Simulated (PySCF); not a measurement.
## Spinor energies of Sb+ (antimony, charge +1)

Start: [Kr] 4d10 5s2 5p2; 5p3/2 filled at m_j = +1/2, +3/2. Calculated with PySCF 2.14 in x2c-TZVPall-2c (8s9p5d2f, 74 functions): generalised Hartree-Fock with the X2C-1e Hamiltonian and a Gaussian nucleus; one run each with spin-orbit coupling (SO) switched off, then screened by Boettger's factors. This is a chosen level, not necessarily the ground level.

```json
{"spinor shell": "1s1/2", "electrons": "2", "ε, spin-free (eV)": "-30652.9", "ε, screened SO (eV)": "-30649.9", "weight of nominal j (screened SO)": "1.000", "rms radius, screened SO (bohr)": "0.0325"}
{"spinor shell": "2s1/2", "electrons": "2", "ε, spin-free (eV)": "-4767.0", "ε, screened SO (eV)": "-4766.2", "weight of nominal j (screened SO)": "1.000", "rms radius, screened SO (bohr)": "0.133"}
{"spinor shell": "2p1/2", "electrons": "2", "ε, spin-free (eV)": "-4273.4", "ε, screened SO (eV)": "-4448.2", "weight of nominal j (screened SO)": "1.000", "rms radius, screened SO (bohr)": "0.115"}
{"spinor shell": "2p3/2", "electrons": "4", "ε, spin-free (eV)": "-4273.4", "ε, screened SO (eV)": "-4194.0", "weight of nominal j (screened SO)": "1.000", "rms radius, screened SO (bohr)": "0.120"}
{"spinor shell": "3s1/2", "electrons": "2", "ε, spin-free (eV)": "-982.31", "ε, screened SO (eV)": "-982.10", "weight of nominal j (screened SO)": "1.000", "rms radius, screened SO (bohr)": "0.352"}
{"spinor shell": "3p1/2", "electrons": "2", "ε, spin-free (eV)": "-817.47", "ε, screened SO (eV)": "-850.74", "weight of nominal j (screened SO)": "1.000", "rms radius, screened SO (bohr)": "0.345"}
{"spinor shell": "3p3/2", "electrons": "4", "ε, spin-free (eV)": "-817.47", "ε, screened SO (eV)": "-802.28", "weight of nominal j (screened SO)": "1.000", "rms radius, screened SO (bohr)": "0.356"}
{"spinor shell": "3d3/2", "electrons": "4", "ε, spin-free (eV)": "-566.55", "ε, screened SO (eV)": "-572.35", "weight of nominal j (screened SO)": "1.000", "rms radius, screened SO (bohr)": "0.329"}
{"spinor shell": "3d5/2", "electrons": "6", "ε, spin-free (eV)": "-566.55", "ε, screened SO (eV)": "-562.50", "weight of nominal j (screened SO)": "1.000", "rms radius, screened SO (bohr)": "0.332"}
{"spinor shell": "4s1/2", "electrons": "2", "ε, spin-free (eV)": "-184.97", "ε, screened SO (eV)": "-184.94", "weight of nominal j (screened SO)": "1.000", "rms radius, screened SO (bohr)": "0.843"}
{"spinor shell": "4p1/2", "electrons": "2", "ε, spin-free (eV)": "-132.04", "ε, screened SO (eV)": "-138.25", "weight of nominal j (screened SO)": "1.000", "rms radius, screened SO (bohr)": "0.893"}
{"spinor shell": "4p3/2", "electrons": "4", "ε, spin-free (eV)": "-132.04", "ε, screened SO (eV)": "-129.21", "weight of nominal j (screened SO)": "1.000", "rms radius, screened SO (bohr)": "0.922"}
{"spinor shell": "4d3/2", "electrons": "4", "ε, spin-free (eV)": "-52.700", "ε, screened SO (eV)": "-53.515", "weight of nominal j (screened SO)": "0.994", "rms radius, screened SO (bohr)": "1.10"}
{"spinor shell": "4d5/2", "electrons": "6", "ε, spin-free (eV)": "-52.700", "ε, screened SO (eV)": "-52.149", "weight of nominal j (screened SO)": "0.996", "rms radius, screened SO (bohr)": "1.11"}
{"spinor shell": "5s1/2", "electrons": "2", "ε, spin-free (eV)": "-24.534", "ε, screened SO (eV)": "-24.551", "weight of nominal j (screened SO)": "0.999", "rms radius, screened SO (bohr)": "2.36"}
{"spinor shell": "5p3/2", "electrons": "2", "ε, spin-free (eV)": "-16.324", "ε, screened SO (eV)": "-16.233", "weight of nominal j (screened SO)": "0.660", "rms radius, screened SO (bohr)": "2.89"}
```

```
   quantity    spin-free  screened SO
E (hartree)  -6476.84316  -6478.50086
        M_J            2            2
       ⟨J²⟩        6.010        6.007
       ⟨L²⟩        2.007        2.516
       ⟨S²⟩        2.003        1.785
```

Each row is a mean over spinors that exchange with the open shell spreads, by up to 3.784 eV (5s1/2).

Rows whose weight is well below 1 are mixtures of j = l ± 1/2: exchange outweighs spin-orbit coupling there, and the label is only the starting occupation.

Breit and QED terms are absent; they matter most for the inner s and p1/2 levels.

Densities and radii are taken from the X2C orbitals without a picture-change correction, which distorts them close to the nucleus.

Without spin-orbit coupling the j labels of p, d and f shells carry no meaning; the spin-free column gives the mean over the occupied spinors of each nl shell.
